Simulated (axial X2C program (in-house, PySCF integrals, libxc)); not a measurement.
Values are calculated unless marked as measured or tabulated.
CeCl: input and output of an open-shell CI run

Program: an axial X2C code built on PySCF integrals.

Input and command:
```json
{"zs": [58, 17], "q": 0, "bas": ["dyall-v3z", "dyall-av3z"], "r0": 2.47, "metal": 0, "shells": [[3, [0, 1, 2, 3], 1], [0, [0], 2], [2, [1, 2], 0]], "fix": 0, "emax": 2.2, "nroots": 4, "opt": {"gaunt": 0}}
```
```bash
python soci.py task.json out
```

Keys: zs atomic numbers; q charge; bas basis sets; r0 starting distance in Å; metal index of the metal atom; shells open shells as [l, |m| values, electrons]; fix electron count of the first shell held; emax energy window in eV; nroots roots for each Ω; gaunt Gaunt term on or off.

Output at R = 2.552 Å:

```
average of configuration f1 s2 d(πδ)0
basis functions 238  fitting functions 1200
iter      average energy  largest gradient
   1      -9316.791801725   2.70e+01
   2      -9318.253934373   2.38e+01
   3      -9319.099432268   2.22e+01
   4      -9319.796107232   2.07e+01
   5      -9320.568762162   1.78e+01
   6      -9321.410518134   1.26e+01
   7      -9322.025244598   2.82e+00
   8      -9322.105814374   1.30e+00
   9      -9322.149589355   1.77e-01
  10      -9322.158721982   3.12e-01
  11      -9322.165688454   2.43e-01
  12      -9322.168988220   1.55e-01
  13      -9322.169623731   6.57e-02
  14      -9322.169884287   1.99e-02
  15      -9322.169947141   1.40e-02
  16      -9322.169961441   4.90e-03
  17      -9322.169971002   3.87e-03
  18      -9322.169976603   7.53e-03
  19      -9322.169979588   3.62e-03
  20      -9322.169981240   1.21e-03
  21      -9322.169982316   2.11e-03
  22      -9322.169983382   3.06e-03
  23      -9322.169984217   1.69e-03
  24      -9322.169984632   8.93e-04
  25      -9322.169984757   8.22e-04
  26      -9322.169984783   1.80e-04
  27      -9322.169984787   1.01e-04
  28      -9322.169984788   4.55e-05
  29      -9322.169984788   2.04e-05
  30      -9322.169984788   8.65e-06
converged
CI levels
2*Omega        energy/Eh    cm-1   g(par)  dipole/D  leading shell counts
    5     -9322.18278819        0   4.182   -3.240  {'1 2 0': 0.983}
    3     -9322.17985530      644   2.407   -3.236  {'1 2 0': 0.981}
    1     -9322.17743189     1176   0.698   -3.201  {'1 2 0': 0.979}
    7     -9322.17289270     2172   8.002   -3.245  {'1 2 0': 0.982}
    5     -9322.17048513     2700   5.818   -3.238  {'1 2 0': 0.98}
    3     -9322.16824425     3192   3.592   -3.199  {'1 2 0': 0.978}
    1     -9322.16642773     3591   1.302   -3.139  {'1 2 0': 0.981}
    7     -9322.12455564    12781   4.300   -4.658  {'1 1 1': 0.994}
    1     -9322.12272460    13182   0.170   -4.617  {'1 1 1': 0.997}
    3     -9322.12217727    13303   2.297   -4.564  {'1 1 1': 0.996}
    9     -9322.12119944    13517   8.508   -4.605  {'1 1 1': 0.994}
    5     -9322.12090894    13581   3.877   -4.631  {'1 1 1': 0.996}
    1     -9322.12089022    13585   1.257   -4.613  {'1 1 1': 0.997}
    3     -9322.11958691    13871   2.282   -4.563  {'1 1 1': 0.995}
    5     -9322.11936297    13920   4.479   -4.617  {'1 1 1': 0.996}
    7     -9322.11920457    13955   7.010   -4.577  {'1 1 1': 0.995}
    9     -9322.11820461    14174  10.230   -4.423  {'1 1 1': 0.992}
    7     -9322.11674489    14495   8.856   -4.514  {'1 1 1': 0.993}
   11     -9322.11627265    14598  12.211   -4.688  {'1 1 1': 0.995}
    9     -9322.11204581    15526  10.040   -4.547  {'1 1 1': 0.994}
   13     -9322.11066023    15830  16.004   -4.678  {'1 1 1': 0.995}
    9     -9322.10813970    16383  11.256   -4.554  {'1 1 1': 0.993}
   11     -9322.10797276    16420  13.769   -4.728  {'1 1 1': 0.998}
```

Dipoles in the output refer to the first atom as origin.

There is no dynamic correlation: spin–orbit spacings and, for f shells, spacings inside one term are the most reliable numbers, splittings between terms come out too wide, and energies between configurations are not reliable, so the lowest level need not be the ground state of the molecule. At most 4 roots were kept for each Ω > 0 (twice that for Ω = 0) within 2.2 eV of the lowest, so higher up levels can be missing between those listed; levels with Ω > 0 are doubly degenerate and listed once, Ω = 0 levels singly. States that fill the shells left empty in the average are placed too high.
